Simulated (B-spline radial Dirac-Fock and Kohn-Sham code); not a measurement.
X-ray lines that fill the 2s vacancy in As³⁺

System: As³⁺ in the configuration [Ar] 3d10 4s2, inside a Watson sphere of charge -3 and radius 2.2 Å (a model of the Madelung potential; inside it an electron's potential energy is raised by 19.6 eV).

These are calculated numbers from a radial finite-basis atomic code; the model is one-electron (LDA, Dirac) transition rates at Dirac-Fock energies.

```
 line  multipole  energy (eV)  rate (s⁻¹)  share (%)
L1-L2         E1        176.1    6.29e+10      0.411
L1-L3         E1        211.9    2.25e+11       1.47
  Lβ4         E1       1388.2    5.32e+12       34.8
  Lβ3         E1       1393.3    9.63e+12       62.9
L1-M4         E2       1496.0    2.66e+10      0.174
L1-M5         E2       1496.6    3.96e+10      0.259
```

The listed lines hold 100.0 % of the radiative rate. The radiative width is 0.0101 eV in the length form and 0.00998 eV in the velocity form; the two differ because the transition energies are not eigenvalue differences of the potential that gave the orbitals.
